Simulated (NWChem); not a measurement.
System: arsine (AsH3); SMILES [AsH3]

All runs: NWChem. Geometry: optimised at PBE0-D3(BJ)/def2-TZVP. Ions are spin-unrestricted doublets at the neutral geometry; other ion states weren't tried.

```json
[
 {"level": "PBE/3-21G", "basis functions": "28", "vertical ionisation energy, ΔSCF (eV)": "10.21", "−ε(HOMO) (eV)": "6.34", "ΔSCF minus −ε(HOMO) (eV)": "3.87", "relative time": "1"},
 {"level": "PBE/pcseg-1", "basis functions": "42", "vertical ionisation energy, ΔSCF (eV)": "10.43", "−ε(HOMO) (eV)": "6.68", "ΔSCF minus −ε(HOMO) (eV)": "3.75", "relative time": "5"},
 {"level": "PBE/aug-pcseg-1", "basis functions": "63", "vertical ionisation energy, ΔSCF (eV)": "10.40", "−ε(HOMO) (eV)": "6.72", "ΔSCF minus −ε(HOMO) (eV)": "3.68", "relative time": "5"},
 {"level": "PBE/pcseg-2", "basis functions": "85", "vertical ionisation energy, ΔSCF (eV)": "10.40", "−ε(HOMO) (eV)": "6.74", "ΔSCF minus −ε(HOMO) (eV)": "3.66", "relative time": "10"},
 {"level": "PBE/def2-TZVPP", "basis functions": "90", "vertical ionisation energy, ΔSCF (eV)": "10.39", "−ε(HOMO) (eV)": "6.69", "ΔSCF minus −ε(HOMO) (eV)": "3.70", "relative time": "10"},
 {"level": "PBE/def2-QZVP", "basis functions": "165", "vertical ionisation energy, ΔSCF (eV)": "10.40", "−ε(HOMO) (eV)": "6.74", "ΔSCF minus −ε(HOMO) (eV)": "3.66", "relative time": "60"}
]
```

Times are rough ratios from one shared machine.
